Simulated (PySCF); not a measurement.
**Mayer bond orders and bond lengths**

Species: C5H8N2Si.
Numbering: `[CH2:1]=[CH:2][c:3]1[cH:4][n:5][cH:6][n:7]1[SiH3:8]` (hydrogens: H9, H10 on C1; H11 on C2; H12 on C4; H13 on C6; H14, H15, H16 on Si8)

Cartesian coordinates in Å at the PBE0-D3(BJ)/def2-SVP level; atoms count from 1:
```xyz
16
C5H8N2Si angstrom
C     -2.4977    1.1823    0.5996
C     -1.1843    1.2774    0.3504
C     -0.3314    0.2273   -0.1732
C     -0.5769   -1.0852   -0.5335
N      0.5587   -1.6885   -0.9824
C      1.4914   -0.7760   -0.9020
N      1.0261    0.4202   -0.4160
Si     2.0024    1.8862   -0.1648
H     -3.0559    2.0322    0.9966
H     -3.0553    0.2598    0.4175
H     -0.6946    2.2370    0.5588
H     -1.5270   -1.6164   -0.4872
H      2.5368   -0.9138   -1.1812
H      1.9608    2.2839    1.2694
H      3.3798    1.5042   -0.5742
H      1.4805    2.9958   -1.0093
```

Bond orders from the PBE0/pcSseg-1 density (PySCF). Geometry: PBE0-D3(BJ)/def2-SVP, one conformer, isolated molecule.

**Question.** Where do the orders between heavy atoms depart from those drawn in the SMILES?

**Answer.** The largest departure is 0.504, at N7–C3 (drawn aromatic, 0.996), counting aromatic bonds as 1.5. Drawn single, order below 0.88: N7–Si8 (0.802). The bonds drawn aromatic range from 1.00 to 1.62.

**Question.** Set the Mayer orders of the bonds beside their lengths.

**Answer.** 
| bond | drawn as | length (Å) | Mayer order |
| --- | --- | --- | --- |
| C1–C2 | double | 1.340 | 1.944 |
| C2–C3 | single | 1.451 | 1.100 |
| C3–C4 | aromatic | 1.383 | 1.503 |
| C4–N5 | aromatic | 1.362 | 1.353 |
| N5–C6 | aromatic | 1.307 | 1.620 |
| C6–N7 | aromatic | 1.372 | 1.156 |
| N7–Si8 | single | 1.779 | 0.802 |
| N7–C3 | aromatic | 1.393 | 0.996 |
| C1–H9 | single | 1.092 | 0.933 |
| C1–H10 | single | 1.093 | 0.953 |
| C2–H11 | single | 1.097 | 0.912 |
| C4–H12 | single | 1.090 | 0.993 |
| C6–H13 | single | 1.091 | 0.967 |
| Si8–H14 | single | 1.489 | 0.937 |
| Si8–H15 | single | 1.487 | 0.952 |
| Si8–H16 | single | 1.489 | 0.936 |

By pair of heavy elements: C–C: lowest C2–C3 (1.100, 1.451 Å), highest C1–C2 (1.944, 1.340 Å). C–N: lowest N7–C3 (0.996, 1.393 Å), highest N5–C6 (1.620, 1.307 Å).

**Question.** Sum the orders of all bonds at each heavy atom with more than one neighbour and set the sums beside the valence in the SMILES.

**Answer.** C1 3.830 (drawn 4), C2 3.956 (drawn 4), C3 3.599 (drawn 4), C4 3.849 (drawn 4), N5 2.973 (drawn 3), C6 3.743 (drawn 4), N7 2.954 (drawn 3), Si8 3.627 (drawn 4). Orders between atoms that aren't bonded are not in these sums.

The Mayer order sums products of elements of PS (density times overlap matrix) between the two atoms' basis functions, so it depends on the basis set.
